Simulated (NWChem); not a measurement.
System: Si2NH7O; SMILES N[SiH2]O[SiH3]

NWChem printed, in part:

```
             Northwest Computational Chemistry Package (NWChem) 7.3.0
             --------------------------------------------------------

                             Geometry "geometry" -> ""
                             -------------------------

 Output coordinates in angstroms (scale by  1.889725989 to convert to a.u.)

  No.       Tag          Charge          X              Y              Z
 ---- ---------------- ---------- -------------- -------------- --------------
    1 Si                  14.0000     0.23410700     1.76575300    -0.03945200
    2 O                    8.0000    -0.77768300     0.48301200     0.32342800
    3 Si                  14.0000    -0.68610400    -1.18870100     0.10666500
    4 N                    7.0000     0.92078400    -1.82394500    -0.00741500
    5 H                    1.0000     0.69543200     1.71332000    -1.47457600
    6 H                    1.0000    -0.52990700     3.03722400     0.18365200
    7 H                    1.0000     1.45391400     1.76512100     0.84491500
    8 H                    1.0000    -1.35545900    -1.79099200     1.30230600
    9 H                    1.0000    -1.37615800    -1.53468100    -1.17964000
   10 H                    1.0000     1.54434400    -1.84760700     0.80201300
   11 H                    1.0000     1.44852600    -1.76479600    -0.88049600

 Effective nuclear repulsion energy (a.u.)     229.2806102075

                                 NWChem DFT Module
                                 -----------------

 Summary of "ao basis" -> "ao basis" (spherical)
 ------------------------------------------------------------------------------
       Tag                 Description            Shells   Functions and Types
 ---------------- ------------------------------  ------  ---------------------
 Si                          6-31g*                  8       18   4s3p1d
 O                           6-31g*                  6       14   3s2p1d
 N                           6-31g*                  6       14   3s2p1d
 H                           6-31g*                  2        2   2s

 in cosmo_initialize ...
 calling solv_data for solv:ethanol

 solvent parameters
 solvname_short: ethanol
 solvname_long:  ethanol
 dielec:       24.8520
 dielecinf:     1.8526
 nonaqueous SMD model solvent descriptors
 dielec:       24.8520
 sola:          0.3700
 solb:          0.4800
 solc:          0.0000
 solg:         31.6200
 solh:          0.0000
 soln:          1.3611

          ---------------
          -cosmo- solvent
          ---------------
 Cosmo: York-Karplus, doi: 10.1021/jp992097l
 dielectric constant -eps-     =  24.85
 screen = (eps-1)/(eps    )    =   0.95976
 surface charge correction     = lagrangian

   van der Waals surface
 --------------------------

[...]

                                COSMO-SMD solvation results
                                ---------------------------

             internal energy in gas <Psi(g)|H|Psi(g)> =      -713.179858726652
         internal energy in solvent <Psi(s)|H|Psi(s)> =      -713.178916627022
                               delta internal energy  =         0.000942099630 (    0.59 kcal/mol)
   total free energy in solvent <Psi(s)|H+V/2|Psi(s)> =      -713.187965409033
 polarization energy contribution <Psi(s)|V/2|Psi(s)> =        -0.009048782010 (   -5.68 kcal/mol)
    total free energy in solvent including G(SMD-CDS) =      -713.186768055984
                       G(SMD-CDS) energy contribution =         0.001197353048 (    0.75 kcal/mol)
     1 M fixed-concentration free energy of solvation =        -0.006909329332 (   -4.34 kcal/mol)

                       DFT Final Molecular Orbital Analysis
                       ------------------------------------

 Vector   23  Occ=2.000000D+00  E=-3.850230D-01
              MO Center= -1.2D-02,  1.6D+00,  1.7D-01, r^2= 3.5D+00
   Bfn.  Coefficient  Atom+Function         Bfn.  Coefficient  Atom+Function
  ----- ------------  ---------------      ----- ------------  ---------------
    68     -0.303072   6 H  s                 7      0.280880   1 Si px
    21     -0.277792   2 O  px               67     -0.229609   6 H  s
    25     -0.226828   2 O  px               70      0.202951   7 H  s
    69      0.160161   7 H  s                 8     -0.148588   1 Si py
    66      0.130018   5 H  s                 3     -0.114388   1 Si px

 Vector   24  Occ=2.000000D+00  E=-3.623302D-01
              MO Center= -3.6D-01,  2.0D-01, -4.8D-02, r^2= 4.5D+00
   Bfn.  Coefficient  Atom+Function         Bfn.  Coefficient  Atom+Function
  ----- ------------  ---------------      ----- ------------  ---------------
    23      0.380529   2 O  pz               27      0.322557   2 O  pz
    74      0.240412   9 H  s                66      0.225843   5 H  s
    70     -0.208724   7 H  s                72     -0.193071   8 H  s
    41     -0.189925   3 Si pz                9     -0.173530   1 Si pz
    73      0.163174   9 H  s                65      0.153147   5 H  s

 Vector   25  Occ=2.000000D+00  E=-3.289947D-01
              MO Center=  6.9D-01, -1.7D+00,  2.8D-02, r^2= 1.8D+00
   Bfn.  Coefficient  Atom+Function         Bfn.  Coefficient  Atom+Function
  ----- ------------  ---------------      ----- ------------  ---------------
    54      0.531101   4 N  py               58      0.477416   4 N  py
    21     -0.138754   2 O  px               22      0.130297   2 O  py
    25     -0.115131   2 O  px               53      0.104365   4 N  px
    44      0.100751   3 Si py               26      0.098036   2 O  py
    24     -0.079365   2 O  s                72      0.079287   8 H  s

 Vector   26  Occ=0.000000D+00  E= 5.768413D-02
              MO Center=  1.5D-01,  1.4D+00, -2.8D-02, r^2= 5.2D+00
   Bfn.  Coefficient  Atom+Function         Bfn.  Coefficient  Atom+Function
  ----- ------------  ---------------      ----- ------------  ---------------
    12      0.739771   1 Si py               24      0.729763   2 O  s
    11      0.610563   1 Si px               44     -0.248845   3 Si py
     8      0.220680   1 Si py               70     -0.205010   7 H  s
    13     -0.193963   1 Si pz               66     -0.181547   5 H  s
    68     -0.163933   6 H  s                 7      0.158866   1 Si px

 Vector   27  Occ=0.000000D+00  E= 9.088424D-02
              MO Center= -3.2D-01, -1.1D+00,  8.1D-02, r^2= 5.7D+00
   Bfn.  Coefficient  Atom+Function         Bfn.  Coefficient  Atom+Function
  ----- ------------  ---------------      ----- ------------  ---------------
    56     -1.043558   4 N  s                43      0.950614   3 Si px
    44     -0.476301   3 Si py               68      0.300170   6 H  s
     6     -0.270705   1 Si s                78      0.242933  11 H  s
    12     -0.234663   1 Si py               42      0.234247   3 Si s
    24      0.224429   2 O  s                39      0.221647   3 Si px

 Vector   28  Occ=0.000000D+00  E= 1.148453D-01
              MO Center= -4.4D-01, -3.2D-01, -3.3D-02, r^2= 8.2D+00
   Bfn.  Coefficient  Atom+Function         Bfn.  Coefficient  Atom+Function
  ----- ------------  ---------------      ----- ------------  ---------------
    12      1.186052   1 Si py               44      1.158408   3 Si py
    43      0.801548   3 Si px               68     -0.669883   6 H  s
    70      0.516588   7 H  s                74      0.518204   9 H  s
    10     -0.459923   1 Si s                11     -0.368853   1 Si px
    72      0.334197   8 H  s                42      0.324072   3 Si s

     Multipole analysis of the density
     ---------------------------------

     L   x y z        total         alpha         beta         nuclear
     -   - - -        -----         -----         ----         -------
     0   0 0 0     -0.000000    -25.000000    -25.000000     50.000000

     1   1 0 0      0.955589      4.468179      4.468179     -7.980770
     1   0 1 0     -0.113064      1.121903      1.121903     -2.356870
     1   0 0 1     -0.177961     -2.994127     -2.994127      5.810293

     2   2 0 0    -28.991371    -66.675104    -66.675104    104.358837
     2   1 1 0     -1.045162     -7.168834     -7.168834     13.292506
     2   1 0 1      0.379464      6.058597      6.058597    -11.737730
     2   0 2 0    -31.611276   -222.843888   -222.843888    414.076500
     2   0 1 1     -0.381262      3.975290      3.975290     -8.331842
     2   0 0 2    -29.554469    -29.858443    -29.858443     30.162416
```

Level: M05-2X/6-31G* (spherical d), SMD on the gas-phase geometry. The geometry was optimised at PBE-D3(BJ)/def2-SVP. Solvent: ethanol.

Problem. Write an input that gives this output.

Solution. One answer among several that fit: the input that was run:
```
start job
memory heap 200 mb stack 900 mb global 1100 mb
geometry units angstroms noautosym nocenter noautoz
  Si     0.234107     1.765753    -0.039452
  O     -0.777683     0.483012     0.323428
  Si    -0.686104    -1.188701     0.106665
  N      0.920784    -1.823945    -0.007415
  H      0.695432     1.713320    -1.474576
  H     -0.529907     3.037224     0.183652
  H      1.453914     1.765121     0.844915
  H     -1.355459    -1.790992     1.302306
  H     -1.376158    -1.534681    -1.179640
  H      1.544344    -1.847607     0.802013
  H      1.448526    -1.764796    -0.880496
end
basis spherical
  * library 6-31g*
end
dft
  xc m05-2x
  iterations 150
end
cosmo
  do_cosmo_smd true
  solvent ethanol
end
task dft energy
```
